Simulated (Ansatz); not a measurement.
Consider the formal loss of a carbene: `CS[CH2][GeH3]` → `[CH2]` (triplet) + `S[CH2][GeH3]`.

Gas-phase electronic energies from Ansatz, PBE0-D4/def2-TZVP geometries. CCSD(T)/CBS is the MP2 limit (def2-TZVPP, def2-QZVPP) plus CCSD(T) − MP2 in def2-TZVPP, frozen cores. This one scheme is used for every species. Functionals use def2-TZVPP. B3LYP here is the variant with VWN-RPA as its local correlation; programs differ in this. HSE06 is defined as in plane-wave codes. Triplets are unrestricted, without spin–orbit coupling. For Ge outer-core shells are correlated without core-valence functions, which leaves a few kJ/mol of doubt a bond. Scalar relativity is left out up to krypton. Each species was taken in one conformer, which may not be the lowest.

`CS[CH2][GeH3]`:

Z-matrix (Å, degrees):
```
C
S 1 1.795
H 1 1.092 2 111.0
H 1 1.090 2 106.7 3 118.3
H 1 1.091 2 111.8 3 -123.0
C 2 1.802 1 100.4 3 61.7
Ge 6 1.967 2 113.7 1 76.0
H 6 1.092 2 106.0 1 -165.5
H 6 1.093 2 110.1 1 -50.0
H 7 1.536 6 108.8 2 64.9
H 7 1.542 6 110.4 2 -174.9
H 7 1.538 6 110.5 2 -54.9
```

`[CH2]` (triplet):

Z-matrix (Å, degrees):
```
C
H 1 1.079
H 1 1.079 2 134.9
```

`S[CH2][GeH3]`:

Z-matrix (Å, degrees):
```
C
Ge 1 1.962
S 1 1.808 2 112.6
H 1 1.091 2 111.2 3 -125.2
H 1 1.092 2 108.8 3 116.5
H 2 1.541 1 110.6 3 176.5
H 2 1.539 1 108.3 3 56.9
H 2 1.535 1 109.4 3 -62.4
H 3 1.343 1 97.4 2 -52.6
```

```tsv
level	ΔE (kcal/mol)	difference from CCSD(T)/CBS
LDA (SPW92)	120.4	17.2
PBE-D4	105.3	2.1
revPBE-D4	102.5	-0.7
BLYP-D4	102.0	-1.2
r2SCAN-D4	98.0	-5.2
B97M-V	103.2	0.0
PBE0-D4	102.8	-0.4
B3LYP-D4	101.7	-1.5
r2SCANh-D4	97.5	-5.7
r2SCAN0-D4	96.9	-6.3
HSE06-D4	102.9	-0.3
BHLYP-D4	98.6	-4.6
CAM-B3LYP-D4	102.2	-1.0
ωB97X-V	105.6	2.4
ωB97M-V	103.6	0.4
B2PLYP	100.7	-2.5
PBE	103.4	0.2
BLYP	98.1	-5.1
PBE0	101.3	-1.9
B3LYP	98.8	-4.4
r2SCANh	97.0	-6.2
r2SCAN0	96.3	-6.9
HSE06	101.4	-1.8
CAM-B3LYP	100.6	-2.6
LC-ωPBE	99.9	-3.3
RPA@PBE/def2-TZVPP	98.2	-5.0
HF/def2-SVP	66.8	-36.4
MP2/def2-SVP	99.1	-4.1
CCSD/def2-SVP	94.4	-8.8
CCSD(T)/def2-SVP	96.6	-6.6
HF/def2-TZVPP	66.8	-36.4
MP2/def2-TZVPP	103.7	0.5
SCS-MP2/def2-TZVPP	103.5	0.3
CCSD/def2-TZVPP	97.0	-6.2
CCSD(T)/def2-TZVPP	100.0	-3.2
MP2/def2-QZVPP	105.5	2.3
SCS-MP2/def2-QZVPP	105.6	2.4
HF/CBS(def2)	66.9	-36.3
MP2/CBS(def2)	106.9	3.7
CCSD/CBS(def2)	100.2	-3.0
CCSD(T)/CBS	103.2	0
```

Q: What do rigid-rotor, harmonic-oscillator terms from PBE0-D4/def2-TZVP frequencies (298.15 K, 1 bar) make of the CCSD(T)/CBS value? (Best estimate.)

A: Ansatz gave: ΔZPE = -7.6 kcal/mol, ΔH = +97.1 kcal/mol, ΔS = 159 J/(mol·K), ΔG = +85.7 kcal/mol. Open shells count their whole term as degenerate.

Largest T1 diagnostic among the species: 0.011.

From BLYP to BHLYP (50 % exact exchange), in def2-TZVPP and without D4, ΔE moves by −1.8 kcal/mol. Leaving LDA and LC-ωPBE aside and taking each functional with its dispersion term where it has one, the values spread over 8.7 kcal/mol, from r2SCAN0-D4 to ωB97X-V. LDA lies +17.0 kcal/mol from PBE without D4.

CCSD(T)/CBS has its own doubt, a few kJ/mol and more with outer-core shells, so smaller differences from it don't rank the levels.
